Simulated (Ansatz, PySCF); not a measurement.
Gas-phase reaction (SMILES): C[Si](C)(C)CO + F (HF) -> C[Si](C)(C)F [fluoro(trimethyl)silane] + CO (CH4O) [methanol]; hydrogen fluoride cleaves one Si-C bond, a model of a ligand-exchange step.

Structures are relaxed separately at B3LYP-D3(BJ)/def2-TZVP in Ansatz (a program for electronic structure), one conformer each, not searched for the lowest. Valence correlation only, unless marked. Spin-orbit coupling is left out. Non-relativistic. CBS(X,Y): correlation extrapolated as X^-3; Hartree-Fock from the larger set. Thermal terms are rigid-rotor harmonic-oscillator values from B3LYP-D3(BJ) frequencies (PySCF) at 298.15 K and 1 atm. 1 Eh = 627.5095 kcal/mol.

```json
[
 {"species": "C[Si](C)(C)CO", "E, CCSD(T)/CBS(cc-pV(T+d)Z,cc-pV(Q+d)Z) (Ansatz) (Eh)": "-523.70408", "E, PBE0-D4/def2-TZVPD (Ansatz + dftd4) (Eh)": "-524.10706", "H - E (Eh)": "0.16346", "G - E (Eh)": "0.11742"},
 {"species": "F (HF)", "E, CCSD(T)/CBS(cc-pV(T+d)Z,cc-pV(Q+d)Z) (Ansatz) (Eh)": "-100.39146", "E, PBE0-D4/def2-TZVPD (Ansatz + dftd4) (Eh)": "-100.39487", "H - E (Eh)": "0.01259", "G - E (Eh)": "-0.00713"},
 {"species": "C[Si](C)(C)F", "E, CCSD(T)/CBS(cc-pV(T+d)Z,cc-pV(Q+d)Z) (Ansatz) (Eh)": "-508.54862", "E, PBE0-D4/def2-TZVPD (Ansatz + dftd4) (Eh)": "-508.92134", "H - E (Eh)": "0.12234", "G - E (Eh)": "0.08240"},
 {"species": "CO (CH4O)", "E, CCSD(T)/CBS(cc-pV(T+d)Z,cc-pV(Q+d)Z) (Ansatz) (Eh)": "-115.60979", "E, PBE0-D4/def2-TZVPD (Ansatz + dftd4) (Eh)": "-115.64059", "H - E (Eh)": "0.05533", "G - E (Eh)": "0.02827"}
]
```

Problem. Work out ΔE and ΔH, ΔG, ΔS and the equilibrium constant at 298.15 K at the first level, then ΔH at the second.

Solution. 
1. ΔE = [(-508.54862) + (-115.60979)] - [(-523.70408) + (-100.39146)] = -0.06287 Eh = -39.5 kcal/mol at CCSD(T)/CBS(cc-pV(T+d)Z,cc-pV(Q+d)Z).
2. The terms H - E add up to 0.00162 Eh, so ΔH = (-0.06287 + (0.00162))×627.5095 = -38.4 kcal/mol.
3. The terms G - E add up to 0.00038 Eh, so ΔG = -39.2 kcal/mol, and ΔS = (0.00162 - (0.00038))×627509.5/298.15 = 2.6 cal/(mol K).
4. log10 K = -ΔG/(RT ln 10) = 28.7, with RT ln 10 = 1.3642 kcal/mol.
5. At PBE0-D4/def2-TZVPD the same steps give ΔE = -37.7 and ΔH = -36.6 kcal/mol, a shift of +1.8 from the first level.
6. These values are not checked against measurement here, since the tables used lack a sound gas-phase enthalpy of formation for at least one species.
